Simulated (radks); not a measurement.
The numbers below are computed, except where a source is named.
Q: Bi4+, 79 electrons, occupied as [Xe] 4f14 5d10 6s1. Level of theory: scalar-relativistic Kohn-Sham, PBE, spin-unpolarised, spherical densities, finite nucleus; Fermi nuclear charge, rms radius 5.5211 fm (a radial shooting solver on a logarithmic mesh with Libxc functionals). Some entries of the table are withheld. Estimate them.

orbital  occ.  eigenvalue (eV)  r(max) (bohr)  <r^2> (bohr^2)
1s          2        -90658.91       0.009662       0.0003464
2s          2        -16324.37        0.05620        0.005245
2p          6        -13976.25        0.04691        0.004486
3s          2              (1)         0.1585         0.03370
3p          6        -3300.711         0.1588         0.03501
3d         10        -2624.912         0.1294         0.02902
4s          2        -943.4202         0.3559          0.1604
4p          6        -723.3551            (2)          0.1840
4d         10        -471.3297         0.3815          0.2058
5s          2        -198.6631         0.7707          0.7726
4f         14        -193.8373         0.3420          0.2320
5p          6        -136.8045         0.8600           1.008
5d         10         -67.4635          1.029           1.664
6s          1         -50.9014          1.779           4.247

A: 
(1) 3s eigenvalue (eV): -3971.978
(2) 4p r(max) (bohr): 0.3759
